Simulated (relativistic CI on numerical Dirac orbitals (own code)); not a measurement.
**Spin-allowed bands of a d3 ion in an octahedral site, by hand**

Problem. Take Δ = 7000 cm⁻¹ and B = 500 cm⁻¹ for a d3 ion in an octahedral site. Calculate the three spin-allowed bands.

Working.
1. The terms of highest spin are 4F (energy 0) and 4P (15B = 7500 cm⁻¹). Here the F term splits into A2 at −1.2Δ = -8400, T2 at −0.2Δ = -1400 and T1 at +0.6Δ = 4200 cm⁻¹.
2. The two T1 states mix through the element 0.4Δ: H = [[4200, 2800], [2800, 7500]], with roots ½(H₁₁ + H₂₂) ∓ ½√[(H₂₂ − H₁₁)² + 4H₁₂²] = ½(11700) ∓ ½(6500) = 2600 and 9100 cm⁻¹.
3. The ground term is 4A2 at -8400 cm⁻¹.
4. Bands: 4T2 7000 cm⁻¹ (1429 nm), 4T1(F) 11000 cm⁻¹ (909 nm), 4T1(P) 17500 cm⁻¹ (571 nm).

Check. Exact diagonalisation of the whole d3 shell with these parameters gives 4T2 7000, 4T1 11000, 4T1 17500 cm⁻¹. The match is exact, since without spin-orbit coupling no other term has this spin. The ratio of the second band to the first, 1.571, depends on Δ/B = 14.0 alone, which is how a Tanabe-Sugano diagram is read.
